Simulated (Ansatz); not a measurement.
Stepwise reaction of `[NH2][Hf]([NH2])([OH])[OH]` with hydrogen fluoride, as a gas-phase model of exchange steps in deposition or etching. ΔE in kJ/mol; ΔG adds harmonic PBE0-D4 terms to CCSD(T)/CBS, at 1 bar.

Computed with Ansatz on PBE0-D4/def2-TZVP structures; ΔE is electronic, products minus reactants. CCSD(T)/CBS is the MP2 limit (def2-TZVPP, def2-QZVPP) plus CCSD(T) − MP2 in def2-TZVPP, frozen cores. This one scheme is used for every species. Functionals use def2-TZVPP. B3LYP here is the variant with VWN-RPA as its local correlation; programs differ in this. def2 core potentials past Kr. For Hf outer-core shells are correlated without core-valence functions, which leaves a few kJ/mol of doubt a bond. One conformer a species, not always the lowest.

```csv
step,reaction,PBE-D4,B3LYP-D4,ωB97M-V,CCSD(T)/CBS,ΔG(500 K)
1,`[NH2][Hf]([NH2])([OH])[OH]` + H–F → `[NH2][Hf]([NH2])([OH])[F]` + H₂O,-60.6,-58.5,-57.4,-51.5,-46.6
```

Question: Give the row of step 2, `[NH2][Hf]([NH2])([OH])[F]` + H–F → `[NH2][Hf]([NH2])([F])[F]` + H₂O. (Estimate.)

Answer: Computed: 
```csv
step,reaction,PBE-D4,B3LYP-D4,ωB97M-V,CCSD(T)/CBS,ΔG(500 K)
2,`[NH2][Hf]([NH2])([OH])[F]` + H–F → `[NH2][Hf]([NH2])([F])[F]` + H₂O,-55.6,-53.9,-53.3,-47.9,-46.6
```

Question: By hand: ΔE of the 2 steps together at CCSD(T)/CBS.

Answer: (-51.5) + (-47.9) = -99.4 kJ/mol, or -49.7 kJ/mol a step.

In ΔE the steps differ by no more than 3.6 kJ/mol. All are downhill at CCSD(T)/CBS. ΔG lies between -46.6 and -46.6 kJ/mol a step. PBE-D4 differs from CCSD(T)/CBS by -9.1 to -7.7 kJ/mol a step. Isolated molecules leave out the surface, adducts and barriers. Largest T1 diagnostic: 0.015.
